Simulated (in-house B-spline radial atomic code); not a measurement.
A run on Ru⁺ (an excited or competing configuration) that did not converge. Method: non-relativistic wB97X, spin-polarised, spherical fractional occupations, point nucleus; computed with a B-spline radial code for spherical atoms.

Command:
```bash
python run_scf.py task.json out
```
Settings:
```
Z                44
configuration    [Ar] 3d10 4s2 4p5 4d7 4f1
hamiltonian      nr
method           wb97x
spin_polarised   True
```

First and last ten iterations of the last attempt (damped for 15 steps, keeping 80 % of the old Fock matrix, then DIIS):
```
 iter        energy (Eh)    residual
    1       -4430.784799    5.59e-01
    2       -4434.547512    3.72e-01
    3       -4437.652511    2.49e-01
    4       -4439.448448    1.63e-01
    5       -4440.485733    9.94e-02
    6       -4440.914747    6.87e-02
    7       -4441.048470    4.95e-02
    8       -4441.101067    3.55e-02
    9       -4441.124515    2.55e-02
   10       -4441.135419    1.83e-02
  111       -4441.146553    8.20e-07
  112       -4441.146553    7.56e-07
  113       -4441.146553    8.23e-07
  114       -4441.146553    7.98e-07
  115       -4441.146553    7.56e-07
  116       -4441.146553    7.44e-07
  117       -4441.146553    7.48e-07
  118       -4441.146553    8.66e-07
  119       -4441.146553    7.59e-07
  120       -4441.146553    7.61e-07
 not converged after 120 iterations
```

The smallest residual met was 6.9e-07; the threshold is about 4e-07. Over the last five steps the energy moves by less than 1e-08 hartree, but the orbitals didn't meet the threshold. Run time, properties included: 20 s on 1 thread of Intel(R) Xeon(R) 6975P-C, with other jobs on the host.
